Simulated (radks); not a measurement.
Values are calculated unless marked as measured or tabulated.
Excited configurations of the gallium ion Ga2+: one electron is placed in a higher orbital outside [Ar] 3d10. The ground configuration is [Ar] 3d10 4s1. Level of theory: Dirac Kohn-Sham, PBEsol, spin-unpolarised, spherical densities, point nucleus; open shells fill j = l - 1/2 first (a radial shooting solver on a logarithmic mesh with Libxc functionals). Excitation = E - E(ground); binding = E(ion) - E, where the ion is the core of charge +3; n* = 3/sqrt(2 binding) in atomic units, and the quantum defect is n - n*.

| outer orbital | excitation (eV) | binding (eV) | n* | quantum defect | eigenvalue (eV) |
|---|---|---|---|---|---|
| 4f5/2 | 23.432 | 7.689 | 3.991 | 0.009 | -6.176 |
| 5d3/2 | 23.559 | 7.563 | 4.024 | 0.976 | -6.317 |
| 6f5/2 | 27.518 | 3.603 | 5.830 | 0.170 | -3.061 |
| 7s1/2 | 26.070 | 5.052 | 4.923 | 2.077 | -4.376 |
| 7d3/2 | 27.629 | 3.493 | 5.921 | 1.079 | -3.018 |

The Delta-SCF ionisation energy is 31.122 eV (NIST Atomic Spectra Database: 30.726 eV, measured). Self-interaction in the functional shifts the binding energies and quantum defects, so they are the method's values and not measured ones. Spin polarisation and multiplet splitting are left out, so open shells lie too high by an amount that depends on their filling.

Beside tabulated values, note that spin-unpolarised runs miss the spin-polarisation part of the exchange energy of open shells.
